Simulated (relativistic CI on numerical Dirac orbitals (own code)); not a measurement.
Radial parameters of Se⁷⁺

These numbers are calculated, not measured: Dirac-Coulomb-Breit CI, KLI orbitals optimised for each configuration, model QED, unscaled Slater integrals (own radial code, finite nucleus).

Slater integrals F^k, G^k are unscaled and averaged over j, outside the closed core [Ne]; ζ comes from projecting the Hamiltonian with its Breit term on Σ l·s of the shell.

- 3s2 3p6 3d9: ζ(3d) = 2784.4 cm⁻¹; <r>(3d) = 0.5902, <r^2>(3d) = 0.4234 (bohr units).
- 3s2 3p5 3d10: ζ(3p) = 32144 cm⁻¹; <r>(3p) = 0.578, <r^2>(3p) = 0.3896 (bohr units).
- 3s2 3p6 3d8 4s: F^2(3d,3d) = 169240, F^4(3d,3d) = 107070, ζ(3d) = 2933.8, G^2(3d,4s) = 17036 cm⁻¹; <r>(3d) = 0.5757, <r^2>(3d) = 0.4014, <r>(4s) = 1.393, <r^2>(4s) = 2.179 (bohr units).

(1) Give the Racah parameters of the d shell in 3s2 3p6 3d8 4s.

Averages of the first 10 configurations, taken without configuration mixing, which lowers the lowest level and can move excited configurations by several eV; other configurations of the list can lie among them:

```tsv
Configuration	Parity	States	Average energy above the lowest level (eV)
3s2 3p6 3d9	even	10	0.4
3s2 3p5 3d10	odd	6	112.5
3s2 3p6 3d8 4s	even	90	67.8
3s2 3p6 3d8 4p	odd	270	84.7
3s 3p6 3d10	even	2	179.8
3s2 3p6 3d7 4s2	even	120	146.0
3s2 3p6 3d8 4d	even	450	110.2
3s2 3p6 3d7 4s 4p	odd	1440	161.5
3s2 3p6 3d8 5s	even	90	124.5
3s2 3p6 3d7 4p2	even	1800	180.3
```

## Answers

(1) B = F²/49 − 5F⁴/441 = 2240 cm⁻¹ and C = 35F⁴/441 = 8498 cm⁻¹.
